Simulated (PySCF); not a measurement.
I3Si, SMILES I[Si](I)I (connectivity only; charge and spin as stated), charge +1, multiplicity 1.

Geometry: B3LYP-D3(BJ)/def2-SVP. The spin state was assumed, not searched. The isomer is the one that the SMILES or the coordinates give; other isomers of the formula were not compared. The def2 effective core potentials stand for the cores of I; spin–orbit coupling is left out.

Calculation: B3LYP/def2-TZVP in PySCF.

Symmetry labels are those of the subgroup C2v that the program uses (full group D3h).

Computed valence orbital energies around the gap with their symmetry:
```json
[
 {"orbital": "HOMO−7", "symmetry": "A1", "energy (eV)": "-15.15"},
 {"orbital": "HOMO−6", "symmetry": "B1", "energy (eV)": "-15.15"},
 {"orbital": "HOMO−5", "symmetry": "B2", "energy (eV)": "-13.84"},
 {"orbital": "HOMO−4", "symmetry": "B1", "energy (eV)": "-12.89"},
 {"orbital": "HOMO−3", "symmetry": "A1", "energy (eV)": "-12.89"},
 {"orbital": "HOMO−2", "symmetry": "B2", "energy (eV)": "-12.71"},
 {"orbital": "HOMO−1", "symmetry": "A2", "energy (eV)": "-12.71"},
 {"orbital": "HOMO", "symmetry": "B1", "energy (eV)": "-12.24"},
 {"orbital": "LUMO", "symmetry": "B2", "energy (eV)": "-8.07"},
 {"orbital": "LUMO+1", "symmetry": "A1", "energy (eV)": "-7.88"},
 {"orbital": "LUMO+2", "symmetry": "A1", "energy (eV)": "-4.99"},
 {"orbital": "LUMO+3", "symmetry": "B1", "energy (eV)": "-4.99"}
]
```
